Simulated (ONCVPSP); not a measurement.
**Reading a pseudo-wave (V (Z = 23))**

Columns: radius, all-electron u(r) and pseudo u(r) of the 3d shell (level -2.43 eV) of vanadium in the configuration [Ne] 3s2 3p6 3d4 4s1; PBE, scalar-relativistic, ONCV scheme, ONCVPSP 4.0.1.

```tsv
r (bohr)	all-electron	pseudo
0.085	0.0246	0.0037
0.170	0.1157	0.0277
0.255	0.2432	0.0863
0.340	0.3745	0.1829
0.425	0.4909	0.3101
0.510	0.5853	0.4516
0.595	0.6570	0.5879
0.680	0.7071	0.7012
0.765	0.7379	0.7803
0.850	0.7532	0.8222
0.935	0.7562	0.8310
1.020	0.7503	0.8156
1.105	0.7377	0.7861
1.190	0.7206	0.7513
1.275	0.7005	0.7170
1.360	0.6786	0.6857
1.445	0.6555	0.6578
1.530	0.6320	0.6325
1.615	0.6085	0.6085
1.700	0.5853	0.5853
1.785	0.5627	0.5626
1.870	0.5407	0.5406
1.955	0.5194	0.5194
2.040	0.4990	0.4989
2.125	0.4793	0.4793
2.210	0.4605	0.4605
```

Problem. How many radial nodes do the two functions have?

Solution. The all-electron 3d function has n − l − 1 = 0; the pseudo-wave has 0.

Problem. At about which radius was the pseudo-wave matched?

Solution. 1.70 bohr. The columns agree to 0.0005 from 1.53 bohr on; several derivatives are matched, so the curves merge somewhat inside the radius.

Problem. Where does each function peak?

Solution. Outermost all-electron maximum near 0.94 bohr, pseudo maximum near 0.94 bohr (to the table’s step).

Problem. Is the pseudo-wave norm-conserving?

Solution. Yes: the ONCV scheme keeps the norm inside the radius equal to the all-electron one, which fixes the energy derivative of the logarithmic derivative at the level.
